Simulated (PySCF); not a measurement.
The complex [CoCl6]4- (charge -4) contains Co(II), shell d7. The structure is a PBE0-D3(BJ)/def2-SVP, IEF-PCM water geometry optimised for multiplicity 4; coordination octahedral, point group D4h, metal–donor distances 2.53–2.61 Å.

```
7

Co    0.0000    0.0000    0.0000
Cl    2.5325    0.0000    0.0000
Cl   -2.5325    0.0000    0.0000
Cl    0.0000    2.5325    0.0000
Cl    0.0000   -2.5325    0.0000
Cl    0.0000    0.0000    2.6124
Cl    0.0000    0.0000   -2.6124
```

Method (PySCF 2.14, density fitting): CASSCF(7,5) with orbitals averaged over all microstates of the shell, strongly contracted NEVPT2 on the averaged canonical orbitals; basis x2c-TZVPall on the metal, x2c-SVPall elsewhere; spin-free X2C; IEF-PCM water; spin-orbit coupling by state interaction with the mean-field operator over all roots.

Which term lies lowest, and with what spin?

4A2g (from 4T1g) (S = 3/2, orbital degeneracy 1), with 4.9 electrons in the lower (t2g-type) set and 2.1 in the upper (eg-type) set, by NEVPT2; the next part of the same split term lies only 48 cm⁻¹ higher, which doesn't decide their order.

Where do the spin-allowed transitions within the shell lie?

By NEVPT2: 4Eg (from 4T1g) at 48 cm⁻¹; 4B2g (from 4T2g) at 3909 cm⁻¹; 4Eg (from 4T2g) at 4465 cm⁻¹; 4B1g (from 4A2g) at 9317 cm⁻¹ (1073 nm); 4Eg (from 4T1g) at 18421 cm⁻¹ (543 nm); 4A2g (from 4T1g) at 19215 cm⁻¹ (520 nm). All are electric-dipole forbidden at this geometry.

Which is the lowest state of another spin?

2A1g (from 2Eg) at 14411 cm⁻¹ by NEVPT2; CASSCF alone puts it at 17258 cm⁻¹ above the same ground state.

What ligand-field parameters describe the result?

At CASSCF level (the NEVPT2 levels don't fit a ligand-field model well): orbital energies 0, 0, 176, 3329, 4126 cm⁻¹; 10Dq = 3669 cm⁻¹ (difference of the means of the two sets); B = 1209 cm⁻¹; C = 4465 cm⁻¹; B over its free-ion value at the same level 0.967; rms of the fit 25 cm⁻¹; ζ = 514 cm⁻¹ (free ion 526).

What are the magnetic parameters?

Degenerate or low-lying orbital states mix with the ground state, so no spin-only Hamiltonian applies. The lowest spin-orbit level is 2-fold, effective g = 3.61, 5.00, 5.00; the next lies at 311.4 cm⁻¹. μeff is 5.50 μB at 300 K and 4.08 μB at 10 K; the spin-only value is 3.88 μB.

No frequencies were computed for the optimised geometry. 4Eg (from 4T1g) (48 cm⁻¹) lies within 300 cm⁻¹ of 4A2g (from 4T1g) at NEVPT2 level, inside the method's error: they are parts of one split term, whose order is undecided, and g values and low-temperature moments can hang on it. NEVPT2 lifts 4B2g (from 4T2g) from 2750 to 3909 cm⁻¹; on the d shell alone it tends to overshoot states that fill the eg-type orbitals. Gaps between spin states lean to high spin in this active space.

The job took 16 s on one thread of Arm Neoverse V1 (shared host), with 156 basis functions and a peak of 0.6 GiB, launched as `OMP_NUM_THREADS=1 python lf_run.py task.json out`.
